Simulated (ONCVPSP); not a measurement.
# Before and after: ONCV potential for V

```json
{
 "Element": "V",
 "Generator": "ONCVPSP 4.0.1",
 "Type": "optimised norm-conserving Vanderbilt (ONCV)",
 "Functional": "PBEsol",
 "Relativity": "scalar-relativistic",
 "Frozen core": "[Ar]",
 "Valence charge": "5",
 "Reference configuration": "3d3 4s2",
 "Partial waves": "4s: rc 2.30 bohr, ncon 3, nbas 8, qcut 2.7 1/bohr, 2 projectors, debl 3.2 Ha; p scattering state at 0.05 Ha: rc 2.35 bohr, ncon 3, nbas 7, qcut 3.9 1/bohr, 2 projectors, debl 1.5 Ha; 3d: rc 1.85 bohr, ncon 5, nbas 10, qcut 9.3 1/bohr, 1 projector",
 "Local potential": "polynomial inside 1.60 bohr (lpopt 5, dvloc0 0 Ha)",
 "Core correction": "Teter function, fcfact 5, rcfact 1.2"
}
```

All-electron outer shells of the reference configuration (PBEsol, scalar-relativistic, ld1.x):

```csv
shell,level (eV),outermost node (bohr),outermost maximum (bohr)
3p,-43.95,0.35,0.84
3d,-5.18,–,0.90
4s,-4.72,1.17,2.76
```

Change: all radii but the core radius scaled by about 0.77 (s 1.78, p 1.82, d 1.42 bohr); local potential polynomial inside 1.24 bohr (lpopt 5, dvloc0 0 Ha).

Cutoffs: the cutoffs (Ha) at which the residual kinetic energy of the hardest occupied pseudo-wave falls to 1 and 0.1 mHa per electron; they do not see the model core or the augmentation charge, which bear on the density cutoff. Errors are all-electron minus pseudo energies relative to the spin-unpolarised reference configuration.

Problem. How do hardness, ghosts and transferability respond?

Solution. The potential gets harder (32 Ha and 36 Ha → 58 Ha and 91 Ha); a bound ghost appears in p, which as a rule spoils a file; of the 4 tests that both files solve, the error grows in 1 and shrinks in 0 by more than 15 % and 0.3 meV (median size 45.8 → 88.2 meV). A smaller radius makes the pseudo-wave follow the all-electron one further in, where it bends more sharply, so more plane waves are needed.

| quantity | base | changed |
| --- | --- | --- |
| cutoff, loose | 32 Ha | 58 Ha |
| cutoff, tight | 36 Ha | 91 Ha |
| loose cutoff by channel | s 3.0 Ha, d 32 Ha | s 58 Ha, d 40 Ha |
| bound ghosts | none | p |
| GHOST(+) flags under 300 eV | s at 55.2 eV, p at 66.7 eV | s at 33.8 eV, s at 205.9 eV |
| error for 3d3 4s1, meV [ΔE 7.75 eV] | -2.1 | -1.8 |
| error for 3d3 4s0, meV [ΔE 21.95 eV] | +19 | +19 |
| error for 3d2 4s0, meV [ΔE 50.80 eV] | -73 | -159 |
| error for 3d4 4s0, meV [ΔE 7.16 eV] | -179 | -158 |
| rms error of d²Exc/dni dnj with the model core, mHa | 11.66 | 12.12 |

 A true bound ghost makes a file unfit for plane-wave use even where its test errors are small: the radial tests pick states by their node count and pass the ghost by.
